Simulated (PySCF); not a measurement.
Diagnose this run.

A geometry optimisation on C7H9F3O, SMILES `C[C@@H]1C[C@@]12C[C@@H]2OC(F)(F)F`. Method: PBE0-D3(BJ)/def2-SVP geometry optimisation, gas phase in PySCF 2.14.0.

Driver input (Å, GFN2-xTB start):

```
{"job": {"xc": "PBE0", "basis": "def2-SVP", "d3": "d3bj", "grid": 1, "kind": "geom"}, "charge": 0, "multiplicity": 1}
C     -1.0595     1.4878    -1.4330
C     -1.5917     0.3600    -0.5850
C     -1.3867     0.3879     0.9133
C     -0.6497    -0.5819     0.0681
C     -0.3485    -2.0336     0.0834
C      0.7483    -1.0204    -0.1238
O      1.6814    -0.8975     0.9596
C      2.4399     0.1720     0.9212
F      3.2253     0.2110     1.9905
F      3.2492     0.2275    -0.1581
F      1.7607     1.3373     0.8937
H     -0.1298     1.8679    -1.0177
H     -1.7798     2.3024    -1.4712
H     -0.8741     1.1465    -2.4499
H     -2.5247    -0.0618    -0.9420
H     -0.8387     1.2189     1.3323
H     -2.1698     0.0104     1.5542
H     -0.6283    -2.6483    -0.7595
H     -0.3585    -2.5442     1.0346
H      1.2300    -0.9313    -1.0917
```

Output:

```
step   0  E = -645.72214906  max force = 0.026560
step   1  E = -645.72362784  max force = 0.015979
step   2  E = -645.72424893  max force = 0.005310
step   3  E = -645.72466523  max force = 0.002821
step   4  E = -645.72481878  max force = 0.002430
step   5  E = -645.72492222  max force = 0.002099
step   6  E = -645.72500153  max force = 0.002286
step   7  E = -645.72502648  max force = 0.001770
step   8  E = -645.72502585  max force = 0.001066
step   9  E = -645.72501869  max force = 0.001005
step  10  E = -645.72501828  max force = 0.000941
step  11  E = -645.72501906  max force = 0.000687
step  12  E = -645.72501873  max force = 0.000623
step  13  E = -645.72501816  max force = 0.000604
step  14  E = -645.72501783  max force = 0.000602
step  15  E = -645.72501764  max force = 0.000593
step  16  E = -645.72501747  max force = 0.000591
step  17  E = -645.72501728  max force = 0.000583
step  18  E = -645.72501709  max force = 0.000580
step  19  E = -645.72501690  max force = 0.000572
step  20  E = -645.72501671  max force = 0.000568
step  21  E = -645.72501650  max force = 0.000564
step  22  E = -645.72501629  max force = 0.000554
step  23  E = -645.72501608  max force = 0.000550
step  24  E = -645.72501587  max force = 0.000542
step  25  E = -645.72501566  max force = 0.000538
step  26  E = -645.72501570  max force = 0.000539
step  27  E = -645.72501574  max force = 0.000538
step  28  E = -645.72501577  max force = 0.000539
step  29  E = -645.72501579  max force = 0.000540
step  30  E = -645.72501581  max force = 0.000539
step  31  E = -645.72501582  max force = 0.000539
step  32  E = -645.72501583  max force = 0.000540
step  33  E = -645.72501583  max force = 0.000538
step  34  E = -645.72501583  max force = 0.000537
step  35  E = -645.72501583  max force = 0.000537
step  36  E = -645.72501582  max force = 0.000536
step  37  E = -645.72501581  max force = 0.000533
step  38  E = -645.72501579  max force = 0.000531
step  39  E = -645.72501577  max force = 0.000529
step  40  E = -645.72501575  max force = 0.000527
step  41  E = -645.72501573  max force = 0.000522
step  42  E = -645.72501571  max force = 0.000519
step  43  E = -645.72501569  max force = 0.000515
step  44  E = -645.72501566  max force = 0.000511
step  45  E = -645.72501564  max force = 0.000506
optimisation not converged
```

Energies are in Eh and forces in Eh/bohr.

Task: Can the results be trusted, and what went wrong?

Result: Not as they stand: step limit reached with the energy nearly constant. After 46 gradient evaluations the largest force component was 0.00051 Eh/bohr against a threshold of 0.00045, and over the last 5 steps the energy changed by 0.000 kcal/mol in all, within a range of 0.000 kcal/mol, the last step by 0.000 kcal/mol. The energy rose in 1 of the 45 steps.

Task: How can it be mended?

Result: Restart from the last geometry, if need be with a computed Hessian or a finer grid, and confirm the end point by frequencies.
